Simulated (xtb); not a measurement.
xtb job for CH6O2Si2, SMILES O1[Si@@H]([SiH2]C1)O, GFN2-xTB. 

```
$ xtb mol.xyz --gfn 2 --sp --chrg 0 --uhf 0 --json
$ cat mol.xyz
11

O      1.97456949     1.06752368    -0.19367406
Si     0.53975992     0.44316488    -0.62848756
O      0.46792204    -1.18117631    -0.32701458
C     -0.78248418    -1.45699110     0.32858454
Si    -1.37565634     0.35354943     0.67406399
H      2.48140723     0.69042458     0.52106636
H      0.49582897     0.75346637    -2.05139373
H     -1.41140344    -2.02978747    -0.35695696
H     -0.57301154    -2.09079011     1.19221836
H     -2.71687955     0.57643551     0.12824341
H     -1.41841874     0.59741822     2.12275427
```

Log of the run:

```
[banner left out]
          |                Calculation Setup                |
           -------------------------------------------------



           -------------------------------------------------
          |                 G F N 2 - x T B                 |
           -------------------------------------------------

        Reference                      10.1021/acs.jctc.8b01176
      * Hamiltonian:
        H0-scaling (s, p, d)           1.850000    2.230000    2.230000
        zeta-weighting                 0.500000
      * Dispersion:
        s8                             2.700000
        a1                             0.520000
        a2                             5.000000
        s9                             5.000000
      * Repulsion:
        kExp                           1.500000    1.000000
        rExp                           1.000000
      * Coulomb:
        alpha                          2.000000
        third order                    shell-resolved
        anisotropic                    true
        a3                             3.000000
        a5                             4.000000
        cn-shift                       1.200000
        cn-exp                         4.000000
        max-rad                        5.000000


          ...................................................
          :                      SETUP                      :
          :.................................................:
          :  # basis functions                  38          :
          :  # atomic orbitals                  36          :
          :  # shells                           18          :
          :  # electrons                        30          :
          :  max. iterations                   250          :
          :  Hamiltonian                  GFN2-xTB          :
          :  restarted?                      false          :
          :  GBSA solvation                  false          :
          :  PC potential                    false          :
          :  electronic temp.          300.0000000     K    :
          :  accuracy                    1.0000000          :
          :  -> integral cutoff          0.2500000E+02      :
          :  -> integral neglect         0.1000000E-07      :
          :  -> SCF convergence          0.1000000E-05 Eh   :
          :  -> wf. convergence          0.1000000E-03 e    :
          :  Broyden damping             0.4000000          :
          :  net charge                          0          :
          :  unpaired electrons                  0          :
          ...................................................

 iter      E             dE          RMSdq      gap      omega  full diag
   1    -16.8946463 -0.168946E+02  0.793E+00    4.07       0.0  T
   2    -16.9607213 -0.660750E-01  0.381E+00    3.75       1.0  T
   3    -16.9630392 -0.231790E-02  0.245E+00    3.90       1.0  T
   4    -16.9648480 -0.180874E-02  0.100E+00    3.93       1.0  T
   5    -16.9644589  0.389080E-03  0.639E-01    3.93       1.0  T
   6    -16.9650672 -0.608274E-03  0.233E-01    3.95       1.0  T
   7    -16.9650924 -0.252575E-04  0.140E-01    3.94       1.0  T
   8    -16.9651416 -0.491408E-04  0.373E-02    3.94       1.0  T
   9    -16.9651419 -0.315016E-06  0.183E-02    3.94       1.6  T
  10    -16.9651424 -0.549834E-06  0.626E-03    3.94       4.8  T
  11    -16.9651426 -0.205265E-06  0.223E-03    3.94      13.5  T
  12    -16.9651427 -0.677023E-08  0.807E-04    3.94      37.4  T
  13    -16.9651427 -0.265980E-08  0.259E-04    3.94     116.6  T

   *** convergence criteria satisfied after 13 iterations ***

         #    Occupation            Energy/Eh            Energy/eV
      -------------------------------------------------------------
         1        2.0000           -0.7970911             -21.6900
       ...           ...                  ...                  ...
         9        2.0000           -0.4834383             -13.1550
        10        2.0000           -0.4737696             -12.8919
        11        2.0000           -0.4600799             -12.5194
        12        2.0000           -0.4352711             -11.8443
        13        2.0000           -0.4092280             -11.1357
        14        2.0000           -0.3831768             -10.4268
        15        2.0000           -0.3598678              -9.7925 (HOMO)
        16                         -0.2149915              -5.8502 (LUMO)
        17                         -0.1953656              -5.3162
        18                         -0.1824547              -4.9648
        19                         -0.1319342              -3.5901
        20                         -0.1037889              -2.8242
       ...                                ...                  ...
        36                          1.0716306              29.1606
      -------------------------------------------------------------
                  HL-Gap            0.1448764 Eh            3.9423 eV
             Fermi-level           -0.2874296 Eh           -7.8214 eV

 SCC (total)                   0 d,  0 h,  0 min,  0.023 sec
 SCC setup                      ...        0 min,  0.000 sec (  0.787%)
 Dispersion                     ...        0 min,  0.000 sec (  0.912%)
 classical contributions        ...        0 min,  0.000 sec (  0.225%)
 integral evaluation            ...        0 min,  0.003 sec ( 11.834%)
 iterations                     ...        0 min,  0.013 sec ( 57.702%)
 molecular gradient             ...        0 min,  0.006 sec ( 27.360%)
 printout                       ...        0 min,  0.000 sec (  1.072%)

         :::::::::::::::::::::::::::::::::::::::::::::::::::::
         ::                     SUMMARY                     ::
         :::::::::::::::::::::::::::::::::::::::::::::::::::::
         :: total energy             -16.840662862754 Eh    ::
         :: gradient norm              0.000130466013 Eh/a0 ::
         :: HOMO-LUMO gap              3.942286551859 eV    ::
         ::.................................................::
         :: SCC energy               -16.965132550392 Eh    ::
         :: -> isotropic ES            0.072327334944 Eh    ::
         :: -> anisotropic ES         -0.004113796875 Eh    ::
         :: -> anisotropic XC         -0.000201657705 Eh    ::
         :: -> dispersion             -0.006944399058 Eh    ::
         :: repulsion energy           0.124469687638 Eh    ::
         :: add. restraining           0.000000000000 Eh    ::
         :: total charge              -0.000000000000 e     ::
         :::::::::::::::::::::::::::::::::::::::::::::::::::::

           -------------------------------------------------
          |                Property Printout                |
           -------------------------------------------------

    * Orbital Energies and Occupations

         #    Occupation            Energy/Eh            Energy/eV
      -------------------------------------------------------------
         1        2.0000           -0.7970911             -21.6900
       ...           ...                  ...                  ...
         3        2.0000           -0.6665517             -18.1378
         4        2.0000           -0.6289041             -17.1134
         5        2.0000           -0.5777331             -15.7209
         6        2.0000           -0.5365095             -14.5992
         7        2.0000           -0.5102577             -13.8848
         8        2.0000           -0.5080940             -13.8259
         9        2.0000           -0.4834383             -13.1550
        10        2.0000           -0.4737696             -12.8919
        11        2.0000           -0.4600799             -12.5194
        12        2.0000           -0.4352711             -11.8443
        13        2.0000           -0.4092280             -11.1357
        14        2.0000           -0.3831768             -10.4268
        15        2.0000           -0.3598678              -9.7925 (HOMO)
        16                         -0.2149915              -5.8502 (LUMO)
        17                         -0.1953656              -5.3162
        18                         -0.1824547              -4.9648
        19                         -0.1319342              -3.5901
        20                         -0.1037889              -2.8242
        21                         -0.0971626              -2.6439
        22                         -0.0894800              -2.4349
        23                         -0.0651064              -1.7716
        24                          0.0144049               0.3920
        25                          0.0420688               1.1448
        26                          0.1472772               4.0076
       ...                                ...                  ...
        36                          1.0716306              29.1606
      -------------------------------------------------------------
                  HL-Gap            0.1448764 Eh            3.9423 eV
             Fermi-level           -0.2874296 Eh           -7.8214 eV

     #   Z          covCN         q      C6AA      α(0)
     1   8 O        1.576    -0.484    22.601     6.415
     2  14 Si       3.669     0.522    96.835    18.858
     3   8 O        1.645    -0.439    21.623     6.277
     4   6 C        3.830    -0.044    21.332     6.572
     5  14 Si       3.673     0.369   100.640    19.223
     6   1 H        0.809     0.309     0.693     1.307
     7   1 H        0.920    -0.066     4.510     3.321
     8   1 H        0.924     0.005     2.966     2.693
     9   1 H        0.924     0.012     2.852     2.641
    10   1 H        0.918    -0.102     5.622     3.708
    11   1 H        0.917    -0.083     5.009     3.500

 Mol. C6AA /au·bohr⁶  :       1965.789396
 Mol. C8AA /au·bohr⁸  :      73002.451965
 Mol. α(0) /au        :         74.516344


Wiberg/Mayer (AO) data.
largest (>0.10) Wiberg bond orders for each atom

 ---------------------------------------------------------------------------
     #   Z sym  total        # sym  WBO       # sym  WBO       # sym  WBO
 ---------------------------------------------------------------------------
     1   8 O    2.171 --     2 Si   1.168     6 H    0.884
     2  14 Si   4.027 --     1 O    1.168     3 O    1.123     7 H    0.863
                             5 Si   0.785
     3   8 O    2.177 --     2 Si   1.123     4 C    0.983
     4   6 C    3.889 --     8 H    0.987     9 H    0.986     3 O    0.983
                             5 Si   0.889
     5  14 Si   3.533 --     4 C    0.889    10 H    0.888    11 H    0.886
                             2 Si   0.785
     6   1 H    0.904 --     1 O    0.884
     7   1 H    0.996 --     2 Si   0.863
     8   1 H    1.000 --     4 C    0.987
     9   1 H    1.000 --     4 C    0.986
    10   1 H    0.990 --     5 Si   0.888
    11   1 H    0.993 --     5 Si   0.886
 ---------------------------------------------------------------------------

Topologies differ in total number of bonds
Writing topology from bond orders to xtbtopo.mol

molecular dipole:
                 x           y           z       tot (Debye)
 q only:       -0.451       0.842       0.498
   full:       -0.239       0.337       0.536       1.721
molecular quadrupole (traceless):
                xx          xy          yy          xz          yz          zz
 q only:        1.576      -0.626      -2.762       2.634      -0.174       1.185
  q+dip:        0.960      -0.992      -3.838       4.743       0.174       2.877
   full:        1.548      -0.572      -2.747       4.502       0.134       1.199


           -------------------------------------------------
          | TOTAL ENERGY              -16.840662862754 Eh   |
          | GRADIENT NORM               0.000130466013 Eh/α |
Note: The following floating-point exceptions are signalling: IEEE_UNDERFLOW_FLAG IEEE_DENORMAL
normal termination of xtb
          | HOMO-LUMO GAP               3.942286551859 eV   |
           -------------------------------------------------

------------------------------------------------------------------------
------------------------------------------------------------------------
 total:
 SCF:
```

The run converged.

Cost: roughly 0.08 core-seconds.
